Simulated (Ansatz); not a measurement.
Molecule (SMILES): [SeH] (SeH), doublet.
Atoms: Se1, H2. Bonds: Se1-H2.

Basis-set convergence of the highest harmonic wavenumber at PBE with Ansatz (an electronic-structure program). Each level at its own minimum, finite differences of forces, unscaled; the reference is a large set that could be run, not a limit. All functions are spherical. The program fits the integrals of some runs and decomposes those of others, by size. Open shells are unrestricted. No added dispersion term, no relativity. Reference: the value in pcseg-4, 2346 cm⁻¹, itself unsure by roughly 1 cm⁻¹ (its mean distance from aug-pcseg-3, aug-cc-pVQZ, cc-pV5Z). Deviations are taken from unrounded values.

```
basis        functions
-----------  ---------
pcseg-0             24
cc-pVDZ             32
pcseg-1             32
aug-pcseg-1         45
cc-pVTZ             57
pcseg-2             57
aug-pcseg-2         82
cc-pVQZ             98
pcseg-3            101
aug-pcseg-3        142
cc-pV5Z            159
pcseg-4            172
```

Question: Which is the smallest set listed that can be trusted to 50 cm⁻¹ here, that is, within that of the reference together with its larger relatives (same family, alike in diffuse functions; a set with none to test it counts only in the reference's own line)?

Answer: The smallest set listed that lies within 50 cm⁻¹ of the reference with all its larger relatives (same family, alike in diffuse functions; a set with none counts only in the reference's own line) is cc-pVDZ (32 functions, 3 cm⁻¹ off), level with pcseg-1. Value minus reference: pcseg-0 -257, cc-pVDZ 3, pcseg-1 -5, aug-pcseg-1 -2, cc-pVTZ 0, pcseg-2 -3, aug-pcseg-2 1, cc-pVQZ -1, pcseg-3 -1, aug-pcseg-3 -1, cc-pV5Z 2, pcseg-4 0 cm⁻¹.
